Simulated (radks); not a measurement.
The numbers below are computed, except where a source is named.
Question: These are the eigenvalues of the occupied orbitals of an atom or ion with whole-number occupations (eV). Level of theory: Dirac Kohn-Sham, PBE, spin-unpolarised, spherical densities, point nucleus (a radial shooting solver on a logarithmic mesh with Libxc functionals).

orbital  eigenvalue
1s1/2     -14179.26
2s1/2     -1889.086
2p1/2     -1709.608
2p3/2     -1655.772
3s1/2     -289.1948
3p1/2     -225.8110
3p3/2     -217.8882
3d3/2     -107.4440
3d5/2     -106.1384
4s1/2      -45.9968
4p1/2      -31.4571
4p3/2      -30.6557

Which element is it, and in what charge state? The configuration may be excited. Open shells, if any, fill j = l - 1/2 first.

Answer: Z = 36, krypton, charge +2: Kr2+ in [Ar] 3d10 4s2 4p4. The list shows which subshells hold electrons but not how many an open one holds; the 1s level, -521.08 hartree, gives Z - s = 32.3 by -(Z - s)^2/2, which with screening and relativity narrows Z to a few neighbours, and the depths of the outer levels then fix element, charge and occupations together.
